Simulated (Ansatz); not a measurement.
`OBCl` + `C=C` → `C=CBCl` + H₂O at 400 K and 1 bar (formal exchange of groups at a B–O bond).

Gas-phase electronic energies from Ansatz, PBE0-D4/def2-TZVP geometries. CBS: MP2 limit from def2 TZ/QZ plus the TZ coupled-cluster correction, frozen cores. This one scheme is used for every species. One conformer a species, not always the lowest.

| species | CCSD(T)/CBS energy (Eh) | H − E (kJ/mol) | S (J/(mol·K)) |
| --- | --- | --- | --- |
| `OBCl` | -561.03999 | 93.6 | 281.2 |
| `C=C` | -78.48111 | 149.4 | 232.7 |
| `C=CBCl` | -563.09944 | 171.9 | 321.6 |
| H₂O | -76.37941 | 69.8 | 198.6 |

H − E and S are ideal-gas, rigid-rotor, harmonic terms from PBE0-D4/def2-TZVP, for one conformer and one mirror image of each species. 1 Eh = 2625.50 kJ/mol, R = 8.31446 J/(mol·K).

Task: By hand: ΔE, ΔH, ΔS and ΔG.

Result: ΔE = (-563.09944) + (-76.37941) − (-561.03999) − (-78.48111) = 0.04225 Eh = 110.9 kJ/mol. Δ(H − E) = 171.9 + 69.8 − 93.6 − 149.4 = -1.3, so ΔH = 109.6 kJ/mol. ΔS = 321.6 + 198.6 − 281.2 − 232.7 = 6.3 J/(mol·K). ΔG = 109.6 − 400 × (6.3)/1000 = 107.1 kJ/mol.

Task: By hand: the equilibrium constant, and the temperature at which ΔG would vanish if ΔH and ΔS stayed fixed.

Result: log₁₀ K = −ΔG/(RT ln 10) = -14.0. ΔG = 0 at ΔH/ΔS = 17397 K, far beyond where these terms or the molecules hold.

The number of gas molecules stays the same, so ΔS is small and ΔH decides. A doubt of 5 kJ/mol in ΔE shifts log₁₀ K by 0.7 here. Other conformers and mirror images would add mixing entropy, several J/(mol·K) or more a flexible species. These are equilibria of isolated gas molecules and say nothing of rates. Largest T1 diagnostic: 0.012 (customary marks: 0.02 for closed shells, 0.045 for open ones).
